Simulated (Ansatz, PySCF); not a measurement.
Complex: N2 (SMILES N#N) (first 2 atoms) with AsH3 (SMILES [AsH3]); geometry from B3LYP-D3(BJ)/def2-TZVP, rigid monomers moved along the line of their centres of mass till N2···As3 is 4.92 Å.
(charge 0, multiplicity 1):
```xyz
6

N      0.2416    -0.2329    -1.0082
N      0.4601    -0.6963    -0.0452
As    -0.6217     0.2676     4.6543
H      0.8630    -0.0694     4.7251
H     -1.0050    -1.2006     4.5103
H     -0.7665     0.2183     6.1723
```

Counterpoise-corrected where a basis set is named; no monomer relaxation.

Cores are frozen in the correlated methods. Filled d and f shells under p-block atoms count as core. CBS(a, b) extrapolates the correlation energy as X⁻³ and adds the Hartree–Fock energy of set b.

Run with Ansatz (a quantum-chemistry and plane-wave program) with Gaussian orbitals; PySCF for the dispersion terms. Values without a source in brackets are computed.

PBE/def2-TZVPPD gives -4.2 meV for the interaction energy.

Question: How do the other levels lie against it? Give each less PBE: PBE-D3(BJ)/def2-TZVPPD, r2SCAN/def2-TZVPPD, B3LYP/def2-TZVPPD, wB97M-V/def2-TZVPPD, MP2/CBS(aug-cc-pVDZ, aug-cc-pVTZ), CCSD(T)/CBS(aug-cc-pVDZ, aug-cc-pVTZ).

Answer: PBE-D3(BJ)/def2-TZVPPD -6.0; r2SCAN/def2-TZVPPD 1.0; B3LYP/def2-TZVPPD 5.1; wB97M-V/def2-TZVPPD -3.2; MP2/CBS(aug-cc-pVDZ, aug-cc-pVTZ) -4.6; CCSD(T)/CBS(aug-cc-pVDZ, aug-cc-pVTZ) -3.5 meV. 2 of 6 lie above PBE; the widest gap is to PBE-D3(BJ)/def2-TZVPPD.
